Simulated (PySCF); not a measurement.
C3H4N2O2.
Cartesian coordinates in Å at the GFN2-xTB level; atoms count from 1:
```
atom  x, y, z in Å
C1    -1.9888   -0.2132    0.0314
O2    -1.0216    0.4293    0.8534
C3     0.2244    0.1982    0.5044
N4     0.6714   -0.5231   -0.4730
N5     2.0218   -0.4448   -0.4116
C6     2.3115    0.3073    0.5839
O7     1.2094    0.7643    1.2290
H8    -2.9556    0.0675    0.4420
H9    -1.8556   -1.2960    0.0617
H10   -1.8950    0.1249   -1.0020
H11    3.2835    0.5883    0.9286
```

The calculation used PySCF 2.14.0, density-fitted response routines, TDDFT CAM-B3LYP/def2-SVPD, vertical, gas phase, core orbitals frozen in the response.

Frontier orbitals with the atoms that hold most of them (Löwdin shares over 4%, at most four atoms; ? is withheld):

```tsv
orbital	ε (eV)	atoms
HOMO-3	-11.80	O7 35%, N4 26%, N5 24%, C3 6%
HOMO-2	-11.23	N4 39%, N5 34%, O7 13%, C6 4%
HOMO-1	-9.51	N5 42%, N4 37%, C6 8%, C3 8%
HOMO	-8.90	?
LUMO	?	?
LUMO+1	1.18	C1 23%, C3 21%, C6 11%, O2 11%
LUMO+2	1.68	C6 18%, C1 17%, O7 14%, H8 12%
```

Task: Give the leading atoms of the LUMO.

Result: C6 (bonded to N, O and H) 27%; N5 (bonded to C and N) 23%; O7 (bonded to 2 C) 19%; C3 (bonded to N and 2 O) 11%. By element: carbon 38% or more, nitrogen 23% or more, oxygen 19% or more.

Task: Give the leading atoms of the HOMO.

Result: N4 (bonded to C and N) 22%; O2 (bonded to 2 C) 20%; C6 (bonded to N, O and H) 20%; N5 (bonded to C and N) 16%. By element: nitrogen 38%, oxygen 20% or more, carbon 20% or more.

Task: What is the LUMO energy, and the HOMO–LUMO gap?

Result: ε(LUMO) = 0.93 eV; the gap is 9.83 eV (0.3611 hartree).

Task: The HOMO–LUMO gap is 9.83 eV. Where does the response calculation put the lowest singlet, and from which orbitals?

Result: S1 is at 6.17 eV (f = 0.0019), 3.66 eV below the gap, made of HOMO-1→LUMO (96%). Its leading pair isn't HOMO and LUMO; the energies of that pair differ by 10.44 eV. Without the coupling terms of the response equations the lowest excitation would equal the gap.

Task: One configuration dominates each of S1, S2, S3 and S6. Which, and how do the shares of the two leading atoms of either orbital change from the occupied to the empty one?

Result: 
- S1 (6.17 eV, f 0.0019), HOMO-1→LUMO (96%): N5 42% → 23%, N4 37% → at most 12%, C6 8% → 27%
- S2 (6.60 eV, f 0.215), HOMO→LUMO (97%): N4 22% → at most 12%, O2 20% → at most 12%, C6 20% → 27%, N5 16% → 23%
- S3 (7.02 eV, f 0.0001), HOMO→LUMO+1 (83%): N4 22% → at most 11%, O2 20% → 11%, C1 at most 16% → 23%, C3 at most 16% → 21%
- S6 (7.90 eV, f 0.0001), HOMO-2→LUMO (78%): N4 39% → at most 12%, N5 34% → 23%, C6 4% → 27%

One conformer stands for the species.
